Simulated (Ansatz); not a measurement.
Input file for Ansatz (an electronic-structure program): R-B3LYP/def2-TZVPP on H2OTe (SMILES O[TeH]), a point of a torsion scan. Elements past Kr take the def2 small-core potentials; no spin–orbit coupling.

Ansatz 0.2 input:
```yaml
crystal:
  periodic: [false, false, false]
  atoms:
    - {symbol: O, position_ang: [-1.05815898, 0.17868445, 0.28939253]}
    - {symbol: Te, position_ang: [0.79065797, 0.83661652, -0.16182220]}
    - {symbol: H, position_ang: [-1.33497072, -0.45903921, -0.36466784]}
    - {symbol: H, position_ang: [0.91886189, -0.10062873, -1.50845817]}
basis:
  gaussian:
    orbitals: def2-TZVPP
hamiltonian:
  xc: {name: B3LYP}
scf: {lower_state_search: off}
```

Output:

```
WARN ansatz: RAYON_NUM_THREADS=1 ignored (pool sized by the plan → 1); use --threads N
Functional definition: B3LYP
these checks for a lower state are left out or cut short: stability, starts, cluster_reference, orbital_swaps, neighbouring_geometries, increment
integrals: 0.03 GiB planned
692 factors; their error is unknown
mean field: 0.29 GiB planned
mean field evaluation 1: about -9370.1404 eV, gradient 5.7e1 eV
mean field evaluation 2: about -9290.2673 eV, gradient 1.6e2 eV
mean field evaluation 4: about -9375.4720 eV, gradient 1.1e1 eV
mean field evaluation 8: about -9375.6387 eV, gradient 1.7e-1 eV
mean field evaluation 16: about -9375.7403 eV, gradient 1.8e-4 eV
mean field -9375.74025903 eV, -344.5520994144 hartree, gradient 3.7e-6 eV, S^2 0.000000; 0 other end points of the search recorded, 0 dependent functions left out
reference -9375.74045273 eV, -344.5521065327 hartree; 17, 17 occupied and 92, 92 virtual orbitals, 692 factors
Total energy: -9375.74045273 eV, -344.5521065327 hartree
Checks for a lower state left out: stability, starts, cluster_reference, orbital_swaps, neighbouring_geometries, increment
```

The calculation finished and met its thresholds.

Cost: very roughly 1.7 core-seconds.
